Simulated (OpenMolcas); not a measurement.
**In I: the spin-orbit constant, thermal populations, worked from levels**

* Program: OpenMolcas
* Basis: ANO-RCC-VQZP [8s7p5d3f2g]
* Scalar Hamiltonian: DKH2, point nucleus
* Active space: 3 electrons in 8 orbitals (5s 5p 6s 6p)
* State averaging: 2S+1 = 4 odd, 1 root (0 in the spin-orbit step); 2S+1 = 2 odd, 3 roots; 2S+1 = 4 even, 3 roots; 2S+1 = 2 even, 5 roots (0 in the spin-orbit step)
* Spin-orbit coupling: RASSI with atomic mean-field integrals over the reference wave functions, term energies averaged over their components

Methods: CASSCF; SS-CASPT2, IPEA 0.25 Eh, imaginary shift 0.1 Eh (closed shells correlated: 4d). Measured levels: NIST Handbook of Basic Atomic Spectroscopic Data.

**The spin-orbit constant.** For the Hund term 2P* of p1, E(J) = (A/2) J(J+1) + constant and ζ = 2S·A = A. From J = 1/2 to J = 3/2 the energy changes by 1.5 A.

```tsv
Source	E(3/2) - E(1/2)	A	ζ
CASSCF	1683.0	1122.0	1122
SS-CASPT2	1683.0	1122.0	1122
measured	2212.6	1475.1	1475
```

All in cm-1. SS-CASPT2 is off by -23.9 % and CASSCF by -23.9 %. Both methods take the spin-orbit matrix elements from the reference wave functions, so the second can move ζ only through the term energies and any multistate remixing.

**Thermal populations.** Z = Σ (2J + 1) exp(-E/kT) with k = 0.695035 cm-1/K, over the levels below. No other level of either list lies under 24300 cm-1, which is above 7 kT at each temperature.

| Level | 2J + 1 | SS-CASPT2 | measured |
| --- | --- | --- | --- |
| 5s2 5p 2P* 1/2 | 2 | 0.0 | 0.0 |
| 5s2 5p 2P* 3/2 | 4 | 1683 | 2213 |

```
T (K)  Z, SS-CASPT2  Z, measured levels  Ground level (%), SS-CASPT2  Ground level (%), measured levels
 2000         3.192               2.814                         62.7                               71.1
 3000         3.785               3.384                         52.8                               59.1
 5000         4.465               4.116                         44.8                               48.6
```

At 5000 K, kT = 3475 cm-1, and the computed levels give Z = 2.000 + 2.465 = 4.465.

Some high roots are left out of the spin-orbit mixing, which shifts the levels that they would mix with. Active for correlation alone: 6p 6s; no level in the range computed is led by a configuration that fills them, so any true level of that kind is missing. Without dynamic correlation excited terms often stand tens of per cent too high (terms of higher spin than the ground term too low), and those without a measured partner can miss by more than the paired ones (holds for CASSCF). Measured partners are found by configuration, term and J. A level has none where our copy of the source lacks it or the pairing is in doubt (some pairs that miss far off the trend of their configuration count as doubtful), and it then counts in no deviation. Only configurations of the active space appear.

* marks odd parity.
